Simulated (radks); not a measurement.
Values are calculated unless marked as measured or tabulated.
Ionisation ladder of indium, from In I to In III. Each ion is in the ground configuration listed by NIST, and IE = E(next ion) - E(this ion). Code: a radial shooting solver on a logarithmic mesh with Libxc functionals. Model: non-relativistic Kohn-Sham, TPSS, spin-polarised, spherical densities, point nucleus; open shells are filled with parallel spins first (spin-orbit coupling, left out, can overturn this in heavy ions); meta-GGA in the generalised Kohn-Sham scheme; relativity is left out, which matters for an element this heavy.

species,configuration,E (hartree),"IE, Delta-SCF (eV)",-e(HOMO) (eV),HOMO,<r> HOMO (bohr),"IE, NIST (eV)",kind,error (eV)
In I,[Kr] 4d10 5s2 5p1,-5742.32219,5.498,2.829,5p up,3.67,5.786,exp.,-0.288
In II,[Kr] 4d10 5s2,-5742.12013,17.841,14.115,5s,2.58,18.870,exp.,-1.029
In III,[Kr] 4d10 5s1,-5741.46449,26.998,22.928,5s up,2.42,28.044,exp.,-1.046

Reference values: NIST Atomic Spectra Database (measured). The ionisation energy per charge of the ion left behind rises most, in proportion, at In II ([Kr] 4d10 5s2), from 5.498 to 8.920 eV. Against the entries that are not theoretical the mean signed error is -4.7 % and the largest -5.5 %. Relativity is left out here, which matters for elements this heavy. Open shells are spherical and high-spin; term and fine-structure splittings are not resolved.
